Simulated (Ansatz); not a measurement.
`C[O][Sn]([OH])([OH])[OH]`. Total charge 0; spin multiplicity 1. Sn: def2 effective core potential. Geometry: relaxed with PBE0-D4/def2-TZVP. It is one conformer, not always the lowest.

```xyz
12

C    -0.324    1.542   -1.344
O     0.327    0.300   -1.166
Sn    0.146   -0.710    0.481
O     0.832   -2.476    0.055
O     1.141   -0.038    2.013
O    -1.720   -0.641    1.016
H    -0.232    1.816   -2.398
H     0.140    2.334   -0.744
H    -1.389    1.494   -1.094
H     0.893   -2.617   -0.894
H     2.001   -0.457    2.106
H    -1.815   -0.545    1.968
```

**Question.** What is the dipole moment at B3LYP/def2-TZVPP? (An estimate is asked.)

**Answer.** Ansatz gave: 0.78 D, with components (0.53, 0.55, -0.14) D in this frame, pointing from negative to positive charge.

**Question.** And with PBE, r2SCAN, ωB97M-V? (Best estimate.)

**Answer.** Computed: PBE 0.72 D, r2SCAN 0.75 D, ωB97M-V 0.76 D.

**Question.** Give the Mulliken charges with B3LYP, PBE, r2SCAN in def2-TZVPP. (An estimate is asked.)

**Answer.** Computed: 
```
atom  B3LYP    PBE  r2SCAN
  C1  -0.13  -0.14    0.01
  O2  -0.55  -0.48   -0.55
 Sn3   1.41   1.24    1.39
  O4  -0.55  -0.50   -0.56
  O5  -0.54  -0.50   -0.55
  O6  -0.55  -0.50   -0.56
  H7   0.10   0.10    0.06
  H8   0.10   0.10    0.06
  H9   0.11   0.11    0.07
 H10   0.20   0.20    0.21
 H11   0.19   0.19    0.21
 H12   0.19   0.20    0.21
```

B3LYP here is the variant with VWN-RPA as its local correlation; programs differ in this.
